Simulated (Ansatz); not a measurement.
Geometry optimisation, RHF/def2-SVP (Ansatz 0.2.0).

The input (input.yaml):

```yaml
crystal:
  periodic: [false, false, false]
  atoms:
    - { symbol: C, position_ang: [-0.7498, 1.3409, -0.1309] }
    - { symbol: Si, position_ang: [-0.2621, -0.3523, -0.5692] }
    - { symbol: Si, position_ang: [1.5138, -0.8749, 0.6225] }
    - { symbol: Ga, position_ang: [-0.5732, -2.3875, -0.6784] }
    - { symbol: H, position_ang: [-1.0434, 1.4339, 0.9197] }
    - { symbol: H, position_ang: [0.0235, 2.1109, -0.3724] }
    - { symbol: H, position_ang: [-1.6667, 1.6534, -0.7375] }
    - { symbol: H, position_ang: [0.1094, -0.4039, -2.0062] }
    - { symbol: H, position_ang: [1.1688, -0.9947, 2.092] }
    - { symbol: H, position_ang: [2.549, 0.1943, 0.5258] }
    - { symbol: H, position_ang: [-1.0039, -1.777, 0.3552] }
basis:
  gaussian: { orbitals: def2-SVP }
hamiltonian:
  xc: hf
relax:
  f_tol: 0.02
  max_steps: 40
scf:
  lower_state_search: "off"
```

Launched with:

```bash
$ ansatz run input.yaml --threads 2 --pin off --max-ram 3072MiB --backend cpu --events-out ev --progress --plain --runs-dir out
```

Where does it end, and by what steps?

The run converged. The force dipped under the threshold on the way, but the program's further checks kept it going. After 20 steps the energy has fallen by 8.681 eV; Ga4 moved furthest, 2.64 Å. The start is strongly strained (largest force component 11 eV/Å), so its close contacts needn't be bonds. Parted: Si2–Ga4, Ga4–H11. Joined: Si2–H11.

| step | energy less start (eV) | largest force component (eV/Å) | accepted |
| --- | --- | --- | --- |
| 0 | 0.0000 | 11.476 | yes |
| 1 | -3.2380 | 5.820 | yes |
| 2 | -5.2269 | 2.994 | yes |
| 3 | -6.2051 | 2.044 | yes |
| 4 | -6.9278 | 1.904 | yes |
| 5 | -7.5446 | 1.083 | yes |
| 6 | -7.9047 | 0.805 | yes |
| 7 | -8.1772 | 0.436 | yes |
| 8 | -8.3450 | 0.339 | yes |
| 9 | -8.4615 | 0.237 | yes |
| 10 | -8.5418 | 0.184 | yes |
| 11 | -8.5985 | 0.118 | yes |
| 12 | -8.6342 | 0.098 | yes |
| 13 | -8.6618 | 0.062 | yes |
| 14 | -8.6715 | 0.209 | yes |
| 15 | -8.6792 | 0.019 | yes |
| 16 | -8.6799 | 0.024 | yes |
| 17 | -8.6654 | 0.310 | no |
| 18 | -8.6803 | 0.010 | yes |
| 19 | -8.6809 | 0.028 | yes |
| 20 | -8.6810 | 0.020 | yes |

```xyz
11
Properties=species:S:1:pos:R:3
C -0.811 1.662 -0.085
Si -0.568 -0.153 -0.567
Si 1.204 -1.231 0.591
Ga 1.571 -3.759 0.002
H -1.043 1.750 0.979
H 0.094 2.240 -0.282
H -1.632 2.110 -0.650
H -0.307 -0.248 -2.032
H 0.935 -1.080 2.057
H 2.450 -0.444 0.320
H -1.829 -0.905 -0.312
```

Whether the end is a true minimum wasn't checked by a vibrational analysis.

The run took 73 s on 2 threads of Arm Neoverse N1, with other jobs on the host, peak memory 0.27 GiB.
